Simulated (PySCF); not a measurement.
## Frontier orbitals and the lowest excitations

Compound: Sn(SMe)H3, CH6SSn.
Structure used (PBE0-D3(BJ)/def2-SVP), in Å, numbered top down from 1:
```
atom  x, y, z in Å
Sn1   -0.372    0.849   -1.333
S2    -0.439    0.800    1.084
C3     0.353   -0.812    1.390
H4    -0.219   -1.642    0.950
H5     0.373   -0.947    2.481
H6     1.389   -0.840    1.021
H7     1.260    0.836   -1.861
H8    -1.164    2.291   -1.793
H9    -1.181   -0.536   -1.939
```

Computed with PySCF 2.14.0, density-fitted response routines, TDDFT wB97X-D/def2-SVPD, vertical, gas phase, core orbitals frozen in the response, def2 core potentials past Kr. Spin–orbit coupling is left out.

Kohn–Sham orbitals with the atoms that hold most of them (Löwdin shares over 4%, at most four atoms; ? is withheld):

```json
{"orbital": "LUMO+2", "ε (eV)": "1.97", "atoms": "S2 36%, Sn1 26%, C3 10%, H8 6%"}
{"orbital": "LUMO+1", "ε (eV)": "1.49", "atoms": "Sn1 51%, H8 11%, H9 9%, H7 9%"}
{"orbital": "LUMO", "ε (eV)": "?", "atoms": "?"}
{"orbital": "HOMO", "ε (eV)": "-8.56", "atoms": "S2 73%, C3 11%, Sn1 7%"}
{"orbital": "HOMO-1", "ε (eV)": "-9.95", "atoms": "?"}
{"orbital": "HOMO-2", "ε (eV)": "-11.15", "atoms": "Sn1 37%, H8 34%, H9 8%, S2 7%"}
{"orbital": "HOMO-3", "ε (eV)": "-11.31", "atoms": "Sn1 41%, H7 26%, H9 24%, S2 5%"}
```

Q: Give the leading atoms of the HOMO-1.

A: S2 (bonded to C and Sn) 57%; Sn1 (bonded to S and 3 H) 18%; C3 (bonded to S and 3 H) 11%.

Q: Give the leading atoms of the LUMO.

A: Sn1 (bonded to S and 3 H) 40%; S2 (bonded to C and Sn) 26%; H7 (bonded to Sn) 11%; H9 (bonded to Sn) 11%. By element: tin 40%, sulfur 26%, hydrogen 22% or more.

Q: What is the LUMO energy, and the HOMO–LUMO gap?

A: ε(LUMO) = 0.95 eV; the gap is 9.51 eV (0.3496 hartree).

Q: The HOMO–LUMO gap is 9.51 eV. Where does the response calculation put the lowest singlet, and from which orbitals?

A: S1 is at 4.96 eV (f = 0.013), 4.55 eV below the gap, made of HOMO→LUMO (84%). Without the coupling terms of the response equations the lowest excitation would equal the gap.

Q: One configuration dominates each of S1 and S3. Which, and how do the shares of the two leading atoms of either orbital change from the occupied to the empty one?

A: 
- S1 (4.96 eV, f 0.013), HOMO→LUMO (84%): S2 73% → 26%, C3 11% → at most 11%, Sn1 7% → 40%
- S3 (6.22 eV, f 0.0002), HOMO→LUMO+1 (77%): S2 73% → at most 10%, C3 11% → at most 10%, Sn1 7% → 51%, H8 at most 4% → 11%

The run took 30 s (with the writing of density and orbital grids) on x86-64 server, one thread, shared host.
